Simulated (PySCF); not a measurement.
PySCF job for C₃H₄FNSi, SMILES C1=N[Si@H](C=C1)F, SMD-B3LYP/6-31G*. The structure is a stationary point at ωB97X-D3(BJ)/def2-SVP. The structure was generated by enumeration; whether it is a known compound was not checked.

```python
import numpy as np
from pyscf import gto, scf, dft
from pyscf.solvent import smd

mol = gto.M(
    atom='''
    F     1.98116937    0.16646884   -0.66105977
    Si    0.76027485   -0.14305917    0.36217437
    C    -0.46685032    1.26688175    0.51716423
    C    -1.62817333    0.74093740    0.08967440
    C    -1.51973246   -0.69815598   -0.37317138
    N    -0.39228429   -1.29522901   -0.33543733
    H     1.35582161   -0.63429531    1.62518909
    H    -0.37947558    2.29196783    0.88392655
    H    -2.58944645    1.26632482    0.05639168
    H    -2.42674490   -1.21076424   -0.74035268
    ''',
    basis='6-31G*',
    charge=0,
    spin=0,
    max_memory=1600,
    verbose=3,
)
mf = dft.RKS(mol, xc='b3lyp').density_fit(auxbasis='def2-universal-jkfit')
mf.grids.level = 3
mf.conv_tol = 1e-9
mf.max_cycle = 100
mf.kernel()
res = {}
for name in ['water', 'dichloromethane', 'acetone']:
    s = mf.SMD()
    s.with_solvent.solvent, s.with_solvent.sasa_ng = name, 302
    s.kernel(mf.make_rdm1())
    res[name] = (s.e_tot, s.with_solvent.get_cds(), s.dip_moment(), s.mo_energy, s.converged)
    print(f'SMD {name}: dG(solv) = {(s.e_tot - mf.e_tot) * 627.509474:.3f} kcal/mol, of which CDS {res[name][1] * 627.509474:.3f}')
```

Program output:

```
converged SCF energy = -560.842056665372
converged SCF energy = -560.846068601196
Dipole moment(X, Y, Z, Debye): -2.82542,  2.42980,  1.55521
SMD water: dG(solv) = -2.518 kcal/mol, of which CDS 3.162
converged SCF energy = -560.850065351894
Dipole moment(X, Y, Z, Debye): -2.69802,  2.32593,  1.50842
SMD dichloromethane: dG(solv) = -5.026 kcal/mol, of which CDS -0.256
converged SCF energy = -560.849946092541
Dipole moment(X, Y, Z, Debye): -2.77695,  2.39020,  1.53729
SMD acetone: dG(solv) = -4.951 kcal/mol, of which CDS 0.383
```

The run converged.
